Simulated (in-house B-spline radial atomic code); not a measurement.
Response of the barium ion Ba²⁺ as one setting changes: the radius of a hard wall (bohr). Method: TDHF. A dash marks a strongly mixed or unbound state. A box has no continuum, so excitations may lie above minus the highest level. Computed with an all-electron radial atomic-structure program (B-spline basis): linear response of the closed shell [Kr] 4d10 5s2 5p6 with bare exchange (time-dependent Hartree-Fock); scalar-relativistic (spin-free one-electron X2C), finite nucleus, no spin-orbit coupling, no double excitations, S, P, D and F terms only; shells from n = 3 respond. Only terms of natural parity with L up to 3 were computed.

Spin-orbit coupling is strong here, so these LS terms don't match observed levels.

| radius of a hard wall (bohr) | lowest 1P (eV) | lowest 3P, Tamm-Dancoff (eV) | minus highest occupied level (eV) | α (bohr³) |
| --- | --- | --- | --- | --- |
| 2.5 | 5p → 5d 41.51 | 5p → 5d 31.16 | 11.744 | 3.004 |
| 3 | 5p → 5d 33.84 | 5p → 5d 24.421 | 26.531 | 4.722 |
| 3.5 | 5p → 5d 29.404 | 5p → 5d 20.923 | 32.32 | 6.474 |
| 4 | 5p → 5d 26.707 | 5p → 5d 19.056 | 34.68 | 7.996 |
| 4.5 | 5p → 5d 24.996 | 5p → 5d 18.037 | 35.62 | 9.125 |
| 5.5 | ? | ? | ? | ? |
| 6.5 | 5p → 6s 20.754 | 5p → 5d 16.941 | 36.18 | 10.51 |
| 8 | ? | ? | ? | ? |
| 10 | 5p → 6s 20.035 | 5p → 5d 16.870 | 36.19 | 10.57 |
| 15 | 5p → 6s 20.029 | 5p → 5d 16.870 | 36.19 | 10.57 |

Problem. What belongs in the row for 5.5?

Solution. lowest 1P (eV): 5p → 6s 22.349; lowest 3P, Tamm-Dancoff (eV): 5p → 5d 17.178; minus highest occupied level (eV): 36.12; α (bohr³): 10.24.

Problem. What belongs in the row for 8?

Solution. lowest 1P (eV): 5p → 6s 20.137; lowest 3P, Tamm-Dancoff (eV): 5p → 5d 16.876; minus highest occupied level (eV): 36.19; α (bohr³): 10.56.
